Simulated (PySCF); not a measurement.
Isomers of C7H6FN, mass 123.048 u with the commonest isotopes. Method used: PBE0/def2-SVPD in PySCF (dipole) on a GFN2-xTB geometry, gas phase. One conformer each, none proved a minimum here; rigid rotors.

**Question.** Order these by rotational constant B, largest first.
A. `[H]/[N:1]=[CH:2]\[c:3]1[cH:4][cH:5][c:6]([F:7])[cH:8][cH:9]1` with N1–C2–C3–C4 0°
B. `[H]/[N:1]=[CH:2]\[c:3]1[cH:4][cH:5][cH:6][cH:7][c:8]1[F:9]` with N1–C2–C3–C4 0°
C. `[CH:1]#[C:2][CH:3]([C:4]#[CH:5])/[N:6]=[CH:7]/[CH2:8][F:9]` with C2–C3–N6–C7 122°, N6–C7–C8–F9 175°

**Answer.** B (1560 MHz), A (978.7 MHz), C (791.2 MHz).

**Question.** Order these by rotational constant C, largest first.
A. `[H]/[N:1]=[CH:2]\[c:3]1[cH:4][cH:5][cH:6][cH:7][c:8]1[F:9]` with N1–C2–C3–C4 0°
B. `[H]/[N:1]=[CH:2]\[c:3]1[cH:4][cH:5][c:6]([F:7])[cH:8][cH:9]1` with N1–C2–C3–C4 0°
C. `[CH:1]#[C:2][CH:3]([C:4]#[CH:5])/[N:6]=[CH:7]/[CH2:8][F:9]` with C2–C3–N6–C7 122°, N6–C7–C8–F9 175°

**Answer.** A (974.1 MHz), B (822.1 MHz), C (641.7 MHz).

**Question.** Order these by dipole moment, smallest first.
A. `[CH:1]#[C:2][CH:3]([C:4]#[CH:5])/[N:6]=[CH:7]/[CH2:8][F:9]` with C2–C3–N6–C7 122°, N6–C7–C8–F9 175°
B. `[H]/[N:1]=[CH:2]\[c:3]1[cH:4][cH:5][c:6]([F:7])[cH:8][cH:9]1` with N1–C2–C3–C4 0°
C. `[H]/[N:1]=[CH:2]\[c:3]1[cH:4][cH:5][cH:6][cH:7][c:8]1[F:9]` with N1–C2–C3–C4 0°

**Answer.** A (0.62 D), B (1.41 D), C (3.67 D).

```
             SMILES  point group  Ia (u·Å²)  Ib (u·Å²)  Ic (u·Å²)      κ  μa (D)  μb (D)  μc (D)
  [H]/N=C\c1ccccc1F           Cs     194.86     323.99     518.84  -0.28    3.35    1.50    0.00
[H]/N=C\c1ccc(F)cc1           Cs      98.33     516.39     614.72  -0.93    1.41    0.12    0.00
   C#CC(C#C)/N=C/CF      near Cs     185.01     638.76     787.55  -0.86    0.50    0.15    0.34
```
